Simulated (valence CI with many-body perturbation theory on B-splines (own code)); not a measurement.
Results of a calculation; reference values are marked as such.
# Basis-set convergence for Dy53+

Method: relativistic CI+MBPT: three valence electrons over a frozen Dirac-Fock core [Ne], radial functions for each j: 9 s, 9 p, 8 d, 6 f, 3 g, 1 h, with the one-electron correlation potential Σ1, the two-electron term Σ2, the three-electron term Σ3, Breit, model QED; selected CI, second order for the rest, scaled by the run's own slope (own B-spline code, finite nucleus).

The last digits are not significant, and no measured levels were compared; by estimate large intervals hold to a few tenths of a per cent, small ones and those within an open d or f shell to about a per cent.

The reference run has the lowest level (3s^2 3p1/2) J=1/2 and an ionisation energy of 5066.95 eV. Its largest variational space holds 8473 state functions.

Levels are named by their leading jj configuration (3d3/2^4 stands for four electrons in 3d with j = 3/2), which in mixed levels can hold well under half, so a name can repeat and another be missing. Letters in brackets count levels of one name in rising energy.

Changed runs:
A. basis 6 s, 6 p, 5 d, 3 f, 1 g
B. basis 5 s, 5 p, 4 d, 2 f

Excitation energies of the reference run in cm⁻¹, and shifts in cm⁻¹:

```csv
Level,Reference,A,B
(3s 3p1/2^2) J=1/2,1123570,-22,-60
(3s^2 3p3/2) J=3/2,1705330,-27,-64
(3s 3p1/2 3p3/2) J=3/2 [a],2625580,-172,-519
(3s 3p1/2 3p3/2) J=5/2,2749100,-46,-126
(3s 3p1/2 3p3/2) J=3/2 [b],2903330,+6.0,+33
(3s 3p1/2 3p3/2) J=1/2,2973060,+38,+173
(3s^2 3d3/2) J=3/2,3329520,+285,+918
(3s^2 3d5/2) J=5/2,3657550,+205,+593
(3p1/2^2 3p3/2) J=3/2,4018510,-57,-161
(3s 3p1/2 3d3/2) J=3/2 [a],4128540,-20,-80
(3s 3p1/2 3d3/2) J=5/2,4218630,+87,+204
(3s 3p1/2 3d3/2) J=1/2,4400900,+194,+569
Ionisation energy (eV),5066.95,-0.02,-0.06
```
